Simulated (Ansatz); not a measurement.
# Abstraction of H: C2H2F4O + C2H2FGe → C2HF4O + C2H3FGe

Species: C2H2F4O (1,1′-oxybis[1,1-difluoromethane]) `FC(F)OC(F)F`, singlet; C2H2FGe `C#[C][GeH][F]`, doublet; C2HF4O `F[C](F)OC(F)F`, doublet; C2H3FGe `C#[C][GeH2][F]`, singlet. A radical takes H: the energy is the difference in strength between the C–H bond broken and the Ge–H bond made.

Shapes, held fixed at every level: PBE0-D4/def2-TZVP. Flexible molecules stand in one conformer, not always the lowest. Programs: Ansatz 0.2.0. Electronic energies: no zero-point or thermal term.

| level | kind | ΔE (kJ/mol) | less CCSD(T)/def2-TZVPP |
| --- | --- | --- | --- |
| r2SCAN-D4/def2-TZVPP | meta-GGA | +82.6 | -4.5 |
| B3LYP-D4/def2-TZVPP | global hybrid | +89.6 | +2.5 |
| PBE0-D4/def2-TZVPP | global hybrid | +88.5 | +1.4 |
| wB97M-V/def2-TZVPP | range-separated hybrid | +96.9 | +9.8 |
| wB97X-V/def2-TZVPP | range-separated hybrid | +83.4 | -3.7 |
| CCSD/def2-TZVPP | coupled cluster or CI | +85.3 | -1.8 |
| CCSD(T)/def2-TZVPP | coupled cluster or CI | +87.1 | 0.0 |

The highest level, CCSD(T)/def2-TZVPP, gives ΔE = +87.1 kJ/mol; the levels span +82.6 to +96.9. The column of differences is taken from that level and isn't an error. No measured value is set beside it here. Spin contamination: C2H2FGe (⟨S²⟩ up to 0.80). Open shells run unrestricted. Relativity is left out for Ge. Outer-core shells of Ge are correlated, in sets that cover them unevenly.
